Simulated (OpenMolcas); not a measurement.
# Nb⁺: effect of the basis set

```yaml
Program: OpenMolcas
Method: "MS-CASPT2, IPEA 0.25 Eh, imaginary shift 0.1 Eh (closed shells correlated: 4s 4p)"
Active_space: 4 electrons in 5 orbitals (4d)
State_averaging: 2S+1 = 5 even, 5 roots; 2S+1 = 3 even, 45 roots; 2S+1 = 1 even, 50 roots (49 in the spin-orbit step)
Spin-orbit_coupling: state interaction with AMFI integrals over the reference wave functions, term energies averaged over their components
```

A. ANO-R1 [6s4p3d1f], X2C, finite nucleus; CASPT2 step roughly 10 core-seconds
B. ANO-RCC-VDZP [6s5p3d1f], DKH2, point nucleus; CASPT2 step of the order of 10 core-seconds
C. ANO-R2 [7s5p4d2f1g], X2C, finite nucleus; CASPT2 step of the order of 21 core-seconds
D. ANO-RCC-VTZP [7s6p4d2f1g], DKH2, point nucleus; CASPT2 step about 20 core-seconds
E. ANO-RCC-VQZP [8s7p5d3f2g1h], DKH2, point nucleus; CASPT2 step of the order of 50 core-seconds
F. ANO-R3 [8s6p6d3f2g1h], X2C, finite nucleus; CASPT2 step of the order of 60 core-seconds

Energies in cm⁻¹ above 4d⁴ ⁵D₀, the measured ground level; measured values from NIST Handbook of Basic Atomic Spectroscopic Data.

```csv
Level,A,B,C,D,E,F,Measured
4d⁴ ⁵D₀,0.0,0.0,0.0,0.0,0.0,0.0,0.0
4d⁴ ⁵D₁,150,156,155,153,157,158,159
4d⁴ ⁵D₂,423,437,432,430,437,439,438
4d⁴ ⁵D₃,788,812,798,795,804,807,801
4d⁴ ⁵D₄,1221,1254,1226,1225,1233,1237,1225
4d⁴ ³P₀(1),9110,8980,8250,8480,7950,7900,5562
4d⁴ ³P₁(1),9880,9770,9020,9250,8720,8670,6192
4d⁴ ³P₂(1),11130,11040,10260,10490,9960,9920,7261
4d⁴ ³H₄,11860,11570,10480,10670,10010,9980,
4d⁴ ³H₅,12220,11950,10840,11010,10360,10340,
4d⁴ ³F₂(1),12320,12010,11090,11400,10800,10740,
4d⁴ ³F₃(1),12410,12110,11180,11480,10880,10830,
4d⁴ ³H₆,12560,12290,11170,11340,10680,10660,
4d⁴ ³F₄(1),12620,12320,11380,11660,11050,11020,
4d⁴ ³G₃,14330,14050,12950,13210,12530,12510,
4d⁴ ³G₄,14650,14380,13260,13530,12840,12820,
4d⁴ ³G₅,14930,14670,13530,13790,13100,13090,
4d⁴ ³D₂,17400,17110,15960,16260,15620,15560,
4d⁴ ³D₃,17420,17120,16040,16320,15730,15670,
4d⁴ ³D₁,17670,17380,16300,16580,16000,15940,
4d⁴ ¹G₄(1),18010,17650,16700,16920,16130,16060,
4d⁴ ¹I₆,18190,17750,16120,16400,15420,15350,
4d⁴ ¹D₂(1),19400,19170,17560,17970,17110,17030,
4d⁴ ¹S₀,19470,19080,18490,18740,18110,18020,
```

Deviations, from unrounded energies. A percentage is the sum of absolute deviations over the sum of measured energies, with the sign that they share, or ± where signs differ.

```tsv
Against measurement	Levels	A	B	C	D	E	F
mean absolute deviation (cm-1)	7	1600	1500	1200	1300	1100	1100
fine structure of the ground term (%)	4	-1.6	±1.7	±0.6	±0.8	±0.5	±0.8
other terms of the ground configuration (%)	3	+58.3	+56.7	+44.8	+48.4	+40.1	+39.3
```

E, F lie about equally close to measurement and A furthest from it. The largest miss of F in the table is 4d⁴ ³P₂(1), by +2700 cm-1. The ranking rests on the paired levels alone, and a cruder setting can come out closer through cancelling errors.

The two smallest mean deviations differ by little beside CASPT2's spread within terms, so their order carries little weight.

Among A to F the level of the table that moves most is 4d⁴ ¹I₆, by 2800 cm-1 (lowest in F, highest in A). Moves below CASPT2's spread within the term are not significant.

CASPT2 does not keep the components of a term degenerate, so their means are used; among the terms shown or strongly mixed into the levels shown the widest spread is 1700 cm-1 (4d⁴ ¹I, F). Some high roots are left out of the spin-orbit mixing, which shifts the levels that they would mix with. Configurations with an s electron lie low at this charge and mix in, so terms can be misplaced. Some terms miss by over 15 % even with CASPT2, which points to a basis or an active space too small for the shells correlated. The CASPT2 spread within a term exceeds the gap to the next term for 4d⁴ ³H and 4d⁴ ³F(1), 4d⁴ ³D and 4d⁴ ¹G(1), 4d⁴ ¹G(1) and 4d⁴ ¹I and others, so the order of their levels is uncertain, and so are names and mixing where such terms share a J (figures for A; the like holds for B, C, D, E, F). Measured partners are found by configuration, term and J. A level has none where our copy of the source lacks it or the pairing is in doubt (some pairs that miss far off the trend of their configuration count as doubtful), and it then counts in no deviation. Only configurations of the active space appear. The table leaves out levels that lie high or whose names do not pair safely across all columns.

A number in round brackets counts repeated terms of one configuration in the order of the reference energies.
